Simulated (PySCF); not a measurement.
## ClGeN: one-bond stretch

These are results of PBE0/[Ge def2-TZVP, N def2-TZVP, Cl def2-TZVP], no relativity, density fitting, PySCF, not measurements.

Rigid scan from the singlet minimum (Ge–Cl 2.103 Å, Ge–N 1.637 Å; Cl–Ge–N 180.0°). Coordinate: the bond from Ge to the last atom (Cl) scaled, the rest fixed. Energies in kJ/mol from the minimum.

```csv
scale of one bond,E (kJ/mol),dipole size (D)
0.92,31.9,4.42
0.96,6.9,3.99
1.00,0.0,3.55
1.05,8.0,3.01
1.12,37.3,2.29
1.20,82.3,1.53
1.35,170.8,0.38
1.55,268.2,–
1.80,348.6,–
2.20,411.9,–
```

At long bonds a restricted determinant can lie too high, and another spin state can fall below this curve.

Other isomers or separated fragments may lie lower.

The scan took 100 s on 2 threads of a shared AMD EPYC (Zen 3) host; the process peaked at 1 GiB. Launch command: `OMP_NUM_THREADS=2 python axn.py task.json out`.
